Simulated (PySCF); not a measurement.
Fill in the blanks.

Compound: C7H7NO.
SMILES: `CC#CC#CC(=O)NC`

Conformer (atom-mapped SMILES and torsion angles): `[CH3:1][C:2]#[C:3][C:4]#[C:5][C:6](=[O:7])[NH:8][CH3:9]`: C5–C6–N8–C9 179°.

```csv
property,level,value
"rotational constants A, B, C of the GFN2-xTB geometry",GFN2-xTB,"7.758, 0.492, 0.465 GHz"
dipole moment,PBE0/def2-SVPD,?
HOMO energy,PBE0/def2-SVPD,-7.21 eV
LUMO energy,PBE0/def2-SVPD,-1.47 eV
lowest singlet excitation,TDDFT PBE0/def2-SVPD,"4.07 eV (305 nm, f = 0.000)"
strongest line among the 6 lowest singlet transitions,TDDFT PBE0/def2-SVPD,"S5 at 5.43 eV (228 nm, f = 0.143)"
lowest triplet excitation (Tamm–Dancoff),TDA PBE0/def2-SVPD,3.49 eV
static isotropic polarisability,PBE0/def2-SVPD,?
electronic spatial extent ⟨r²⟩ about the centre of nuclear charge,PBE0/def2-SVPD,2319 bohr²
13C chemical shifts (computed TMS as zero) by class,GIAO PBE0/pcSseg-1,"154.1 (1 C), 88.5 (1 C), 78.1 (1 C), 72.5 (1 C), 71.5 (1 C), 25.9 (1 C), 5.6 (1 C) ppm"
1H chemical shifts (computed TMS as zero) by class,GIAO PBE0/pcSseg-1,?
"isotropic shieldings of nuclei other than C and H, by class",GIAO PBE0/pcSseg-1,?
```

The electronic properties come from PySCF, for the isolated species, density fitting. NMR classes are plain means over equivalent atoms (diastereotopic ones count apart unless rotation or inversion swaps them), as if these changed places fast; in this geometry the members of some classes differ.

Problem. What is the dipole moment?

Solution. 4.56 D.

Problem. What are the isotropic shieldings of nuclei other than C and H, by class?

Solution. 137 (1 N), -83 (1 O) ppm.

Problem. Give the 1H chemical shifts (computed TMS as zero) by class.

Solution. 4.88 (1 H), 3.14 (3 H), 2.20 (3 H) ppm.

Problem. Give the static isotropic polarisability.

Solution. 111.2 au.

The principal polarisabilities are 59.8, 75.6 and 198.3 au; their mean is the isotropic value. The vertical singlet–triplet gap S1 − T1 is 0.58 eV (TDDFT singlet less Tamm–Dancoff triplet; S1: HOMO→LUMO, weight 0.97; T1: HOMO−1→LUMO, weight 0.74). The polarisability is 16.49 Å³ as a volume (1 au = 0.148185 Å³), or 1.74 au for each of the 64 electrons. In wavenumbers S1 is 32800 cm⁻¹ (1 eV = 8065.54 cm⁻¹). With B = h/(8π²I), that is 505.379 GHz u Å² over I, the principal moments of inertia are 65.1, 1027.9 and 1086.6 u Å² (most abundant isotopes).

One conformer stands for the species.
